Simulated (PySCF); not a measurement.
**Computed data sheet: `C#C[SiH2]O[Si](C)(C)NC`**

Species: C5H13NOSi2.
SMILES with atom numbers: `[CH:1]#[C:2][SiH2:3][O:4][Si:5]([CH3:6])([CH3:7])[NH:8][CH3:9]` (hydrogens: H10 on C1; H11, H12 on Si3; H13, H14, H15 on C6; H16, H17, H18 on C7; H19 on N8; H20, H21, H22 on C9)

Cartesian coordinates in Å at the GFN2-xTB level; atoms count from 1:
```
atom  x, y, z in Å
C1     4.0558    0.3079    0.9485
C2     3.2391    0.9093    0.3031
Si3    1.9730    1.8241   -0.6975
O4     0.5909    0.9898   -0.7704
Si5   -0.4613   -0.1755   -0.3256
C6     0.3599   -1.4338    0.8344
C7    -1.0297   -1.0128   -1.9429
N8    -1.6726    0.6811    0.5551
C9    -2.8342    0.0563    1.1419
H10    4.7711   -0.2180    1.5145
H11    1.6751    3.1022   -0.0476
H12    2.4323    1.9320   -2.0843
H13    1.3217   -1.7465    0.4401
H14    0.5339   -1.0054    1.8165
H15   -0.2492   -2.3232    0.9615
H16   -1.4062   -0.2812   -2.6527
H17   -0.2177   -1.5477   -2.4263
H18   -1.8257   -1.7273   -1.7541
H19   -1.8617    1.6297    0.2672
H20   -3.6578   -0.0611    0.4281
H21   -3.1923    0.6488    1.9862
H22   -2.5548   -0.9300    1.5034
```

Among its groups: alkyne, Si–H bond, siloxane link and C–Si bond.

GFN2-xTB geometry:

```
Point group of the GFN2-xTB geometry                  : C1
Rotational constants A, B, C of the GFN2-xTB geometry : 1.778, 0.634, 0.606 GHz
```

PBE0/pcSseg-1 ground state and GIAO shieldings, non-relativistic (PySCF):

```
Dipole moment                                               : 0.89 D
HOMO energy                                                 : -6.47 eV
LUMO energy                                                 : -0.25 eV
HOMO–LUMO gap                                               : 6.22 eV
Lowest Hirshfeld atomic charge                              : -0.30 e on O4
Highest Hirshfeld atomic charge                             : +0.48 e on Si5
13C chemical shifts (computed TMS as zero) by class         : 102.6 (C1), 90.7 (C2), 29.5 (C9), 1.3 (C6/C7) ppm
1H chemical shifts (computed TMS as zero) by class          : 5.16 (H11/H12), 2.66 (H20/H21/H22), 1.99 (H10), 0.20 (H19), 0.16 (H13/H14/H15/H16/H17/H18) ppm
Isotropic shieldings of nuclei other than C and H, by class : 234 (N8), 283 (O4), 354 (Si5), 408 (Si3) ppm
Mayer bond orders between heavy atoms                       : C1–C2 2.55, C2–Si3 0.90, Si3–O4 0.99, O4–Si5 0.87, Si5–C6 0.94, Si5–C7 0.92, Si5–N8 1.00, N8–C9 0.98
```

Monoisotopic mass from the formula: 159.0536 u.

With B = h/(8π²I), that is 505.379 GHz u Å² over I, the principal moments of inertia are 284.2, 796.9 and 833.7 u Å² (most abundant isotopes); the inertial defect Ic − Ia − Ib is -247.4 u Å² (zero for a rigid planar frame, negative otherwise). The rotational constants make it an asymmetric top with κ = (2B − A − C)/(A − C) = -0.95, nearer the prolate limit (−1). The dipole equals about 3.0 × 10⁻³⁰ C·m (1 D = 3.33564 × 10⁻³⁰ C·m).

One conformer (not necessarily the lowest) at the GFN2-xTB geometry, without solvent or vibrations. GFN2-xTB frequencies show an imaginary mode (24i cm⁻¹), so this geometry is no minimum at that level. NMR classes are plain means over equivalent atoms (diastereotopic ones count apart unless rotation or inversion swaps them), as if these changed places fast; in this geometry the members of some classes differ.
